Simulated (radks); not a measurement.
The magnesium ion Mg+, configuration [Ne] 3s1 (the NIST ground configuration).

All-electron calculation, non-relativistic Kohn-Sham, LDA (Slater exchange, VWN5 correlation), spin-polarised, spherical densities, point nucleus; open shells are filled with parallel spins first; hard spherical wall at 3.5 bohr. Program: a radial shooting solver on a logarithmic mesh with Libxc functionals.

Energy parts (hartree):
total: -198.62439
kinetic: 199.15299
electron-nucleus: -475.66009
Hartree: 93.27519
exchange-correlation: -15.39248

Orbitals (lengths in bohr, moments of r in powers of bohr):
orbital  occ.  eigenvalue (hartree)     <r^4>    <r^2>     <r>
1s up       1             -46.17445  0.001404  0.02327  0.1314
1s down     1             -46.16661  0.001404  0.02327  0.1314
2s up       1              -3.11733    0.6908   0.5986  0.7044
2s down     1              -3.10688    0.6783   0.5951  0.7028
2p up       3              -1.93312    0.9100   0.6204  0.6942
2p down     3              -1.92134    0.8754   0.6117  0.6903
3s up       1              -0.15736     22.80    4.223   1.961
3s down     0              -0.08350     22.75    4.213   1.958
3p up       0               0.12369     24.79    4.395   1.990
3p down     0               0.19671     24.79    4.392   1.990
3d up       0               0.45090     24.78    4.448   2.035
3d down     0               0.52343     24.66    4.427   2.029
4s up       0               1.70586     33.50    4.778   2.009
4s down     0               1.75474     33.59    4.784   2.010

The highest occupied level is 3s up at -4.282 eV. The density falls to 0.001 e/bohr^3 at r = 3.06 bohr. The spin density at the nucleus is 5.077 e/bohr^3 (1s 0.079, 2s -0.058, 3s 5.056), a Fermi contact field of 266 T. The pressure on the wall is 60.6 GPa. Spin moment in Bohr magnetons: 1.
